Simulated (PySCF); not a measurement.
C⁺ (carbon, charge +1): LDA calculation

Configuration: [He] 2s2 2p1, 2P determinant. Computed with PySCF 2.14 in cc-pVDZ (3s2p1d, 14 functions), with no relativity, point nucleus.

```
Total energy                                                  : -37.0299 hartree
One-electron energy                                           : -47.5119 hartree
Hartree (Coulomb) energy                                      : 14.9414 hartree
Exchange-correlation energy                                   : -4.4593 hartree
Kinetic energy                                                : 37.06470 hartree
⟨S²⟩                                                          : 0.7510
⟨L²⟩                                                          : 2.003
Sum of ⟨r⟩                                                    : 5.006 bohr
Sum of ⟨r²⟩                                                   : 8.290 bohr²
Traceless quadrupole moment −½Σ⟨3z² − r²⟩ along its main axis : -1.05 e·bohr²
Density at the nucleus (Gaussians lack the cusp)              : 122 bohr⁻³
Spin density at the nucleus                                   : 0.0503 bohr⁻³
Langevin diamagnetic susceptibility                           : -6.57 ×10⁻⁶ cm³/mol
Time after the integrals                                      : 0.05 s of wall time on 1 thread of Intel(R) Xeon(R) Platinum 8488C (shared host)
```

| shell | electrons | mean orbital energy (hartree) | rms radius, mean of both spins (bohr) |
| --- | --- | --- | --- |
| 1s α | 1 | -10.50096 | 0.315 |
| 1s β | 1 | -10.47993 | 0.315 |
| 2s α | 1 | -0.96275 | 1.63 |
| 2s β | 1 | -0.90698 | 1.63 |
| 2p α | 1 | -0.65588 | 1.66 |
